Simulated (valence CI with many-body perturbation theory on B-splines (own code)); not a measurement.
## Cr¹⁰⁺: fill in the table

Calculated by valence CI with perturbative core correlation (CI+MBPT): four valence electrons over a frozen Dirac-Fock core [Ne], radial functions for each j: 11 s, 11 p, 10 d, 8 f, 5 g, 2 h, with the one-electron correlation potential Σ1 (screened to all orders), the two-electron term Σ2, the three-electron term Σ3, Breit, model QED; selected single and double excitations, second order for the rest, scaled by the run's own slope (own B-spline code, finite nucleus).

No measured spectrum was set against this ion. As an estimate, levels of excited configurations hold to 0.05 to 0.15 % of their energy, terms of the ground configuration to about 0.5 %. Among the levels kept, up to 640 cm⁻¹ of a level comes from second order outside the variational space, and about a tenth of that is noise between levels of different J, which matters for small intervals.

| Level | E (cm⁻¹) |
| --- | --- |
| 3s2 3p2 3P_0 | 0 |
| 3s2 3p2 3P_1 | ? |
| 3s2 3p2 3P_2 | 12004 |
| 3s2 3p2 1D_2 | 37150 |
| 3s2 3p2 1S_0 | ? |
| 3s 3p3 5S°_2 | 178130 |
| 3s 3p3 3D°_1 | 242340 |
| 3s 3p3 3D°_2 | 242450 |
| 3s 3p3 3D°_3 | 243920 |
| 3s 3p3 3P°_0 | ? |
| 3s 3p3 3P°_1 | 278520 |
| 3s 3p3 3P°_2 | 278820 |
| 3s 3p3 1D°_2 | 306580 |
| 3s 3p3 3S°_1 | ? |
| 3s2 3p 3d 3F°_2 | 368740 |
| 3s 3p3 1P°_1 | ? |
| 3s2 3p 3d 3F°_3 | 373100 |
| 3s2 3p 3d 3F°_4 | 379410 |
| 3s2 3p 3d 3P°_2 [a] | 419150 |
| 3s2 3p 3d 3P°_1 | ? |

Names give the largest LS component (configuration and term), which can be under half, so a name can repeat, a term be missing and a line seem to break the LS rules; names also repeat where a configuration has a term twice. Letters in brackets count levels of one name in rising energy.

Question: The levels stand in rising order. What does the calculation give for the missing energies?

Answer: 3s2 3p2 3P_1 5536; 3s2 3p2 1S_0 75261; 3s 3p3 3P°_0 278190; 3s 3p3 3S°_1 356900; 3s 3p3 1P°_1 372990; 3s2 3p 3d 3P°_1 425540.
